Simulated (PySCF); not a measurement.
**Hf(29+): ionisation energy**

Hf(29+) [Kr] 4d7 [4d3/2^4 4d5/2^3, M_J = 9/2] → Hf(30+) [Kr] 4d6 [4d3/2^4 4d5/2^2, M_J = 4], as a difference of total energies. Calculation: PySCF 2.14, in an uncontracted even-tempered set (17 s from 2.6 bohr⁻², ratio 2.8; 14 p from 3.4 bohr⁻², ratio 2.8; 9 d from 3.4 bohr⁻², ratio 2.8; 3 f from 15 bohr⁻², ratio 3); the two-component X2C-1e Hamiltonian. Correlated levels: [Ar] 3d10 frozen; the 92 highest virtual spinors dropped. "Screened" scales the spin-orbit matrix elements by Boettger's factors to mimic the two-electron term; Breit and QED terms are absent.

```
                    method  ionisation energy (eV)
           GHF (spin-free)                  1146.9
          GMP2 (spin-free)                  1147.3
 GHF (screened spin-orbit)                  1144.9
GMP2 (screened spin-orbit)                  1145.0
```

Breit and QED terms and the two-electron picture change are absent.

The spin-free rows relax to the high-spin LS determinant and lack the spin-orbit shift.

The labels give the starting determinants; with spin-orbit coupling the two ends relaxed to ⟨J²⟩ = 24.75, ⟨L²⟩ = 15.21, ⟨S²⟩ = 2.78 and ⟨J²⟩ = 20.02, ⟨L²⟩ = 11.07, ⟨S²⟩ = 3.54.

For comparison: 1146 ± 4 eV (theoretical estimate listed by NIST; NIST Atomic Spectra Database, ionization energies).
